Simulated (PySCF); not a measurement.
Cd(2+) (cadmium, charge +2) across methods

[Kr] 4d9 5p1, one real determinant (an excited configuration). All numbers are calculated (PySCF 2.14, a scalar-relativistic core potential, in aug-cc-pwCVDZ-PP with ECP28MDF (6s6p5d3f, 70 functions)). The B2PLYP total includes its PT2 part (frozen core); its orbital energies are those of the SCF part.

```
method  E (hartree)  mean ε 4d α (eV)  mean ε 4d β (eV)  mean ε 5p α (eV)  Σ⟨r²⟩ (bohr²)   ⟨S²⟩
   PBE    -166.1645           -36.364           -35.427           -17.584          32.86  2.000
 TPSSh    -166.1126           -37.318           -36.359           -17.785          32.86  2.001
  PBE0    -166.1662           -38.818           -37.793           -18.256          32.85  2.001
   LDA    -165.8356           -36.538           -35.568           -17.725          32.87  2.000
 wB97X    -166.1909           -41.188           -40.290           -19.924          32.84  2.000
   UHF   -165.39762           -45.127           -43.788           -19.710          33.24  2.002
r2SCAN    -166.2201           -36.882           -35.830           -17.744          32.72  2.001
B2PLYP    -166.0076           -41.150           -40.048           -18.785          32.98  2.001
```

(1) Estimate the same row for BHandHLYP.

⟨L²⟩ = 8.01 against 12 for a pure F term, so this real determinant mixes terms. Energies and moments cover only the electrons outside the core potential.

Answers

(1) E (hartree) = -166.0971; mean ε 4d α (eV) = -41.124; mean ε 4d β (eV) = -40.067; mean ε 5p α (eV) = -18.803; Σ⟨r²⟩ (bohr²) = 32.92; ⟨S²⟩ = 2.001.
